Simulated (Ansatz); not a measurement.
Ansatz (a first-principles code) input:

Ansatz 0.2 input:
```yaml
crystal:
  periodic: [false, false, false]
  atoms:
    - {symbol: C, position_ang: [-1.62763951, 0.78748399, 1.15358737]}
    - {symbol: C, position_ang: [-1.10086400, 0.02850108, -0.01563071]}
    - {symbol: C, position_ang: [-1.66172644, -1.32354734, -0.29494563]}
    - {symbol: C, position_ang: [0.20059786, 0.42855176, -0.62927387]}
    - {symbol: C, position_ang: [1.41393602, -0.11232585, 0.13042620]}
    - {symbol: O, position_ang: [2.58960968, 0.33083446, -0.54308308]}
    - {symbol: H, position_ang: [-2.72024443, 0.74976401, 1.19760540]}
    - {symbol: H, position_ang: [-1.32159994, 1.83546252, 1.12744182]}
    - {symbol: H, position_ang: [-1.27062553, 0.37491387, 2.11145136]}
    - {symbol: H, position_ang: [-2.75377907, -1.32706375, -0.22745803]}
    - {symbol: H, position_ang: [-1.37840719, -1.68265710, -1.28659737]}
    - {symbol: H, position_ang: [-1.31021056, -2.07661928, 0.42927516]}
    - {symbol: H, position_ang: [0.26887753, 0.06523965, -1.65905632]}
    - {symbol: H, position_ang: [0.29234070, 1.51833297, -0.66198271]}
    - {symbol: H, position_ang: [1.39656087, 0.25491982, 1.16384785]}
    - {symbol: H, position_ang: [1.37293849, -1.20803369, 0.16000844]}
    - {symbol: H, position_ang: [3.36144812, -0.00291660, -0.07485119]}
basis:
  gaussian:
    orbitals: aug-cc-pVDZ
magnetization: {spin_polarized: true, initial_magnetization: 1}
correlation: {method: ccsd_t, electrons: outside_noble_gas}
output: {forces: true}
```

Which total energy does the run end on?

-271.62346 Eh (CCSD(T)/aug-cc-pVDZ). The basis has 237 functions.

It need not be the lowest isomer of its formula.
